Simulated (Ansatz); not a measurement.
Wavefunction ladder for CH$_{4}$Cl$_{3}$NSi (`CN[Si](Cl)(Cl)Cl`)

```xyz
10

C     1.0957    0.3028    0.9115
N     0.3938   -0.5216   -0.0528
Si   -1.0437   -0.1065   -0.8170
Cl   -2.6223    0.1558    0.4543
Cl   -1.5030   -1.6048   -2.1102
Cl   -0.8361    1.6592   -1.8095
H     2.1760    0.1830    0.8032
H     0.8182    0.0721    1.9452
H     0.8674    1.3547    0.7298
H     0.6540   -1.4947   -0.0545
```

Total charge 0; spin multiplicity 1. Geometry: relaxed with PBE0-D4/def2-TZVP. It is one conformer, not always the lowest. Frozen core, restricted reference, the Gaussian-basis code of Ansatz. CBS rows extrapolate triple and quadruple zeta; past MP2 they add the triple-zeta difference.

```
     basis      HF (Eh)  MP2 corr.  CCSD corr.       (T)  CCSD(T) total
  def2-SVP  -1761.67010   -0.79593    -0.85596  -0.02097    -1762.54703
def2-TZVPP  -1762.36293   -1.06475    -1.12861  -0.04813    -1763.53967
def2-QZVPP  -1762.41487   -1.16074           –         –              –
 CBS(def2)  -1762.42203   -1.23184    -1.29570     as TZ    -1763.76586
```
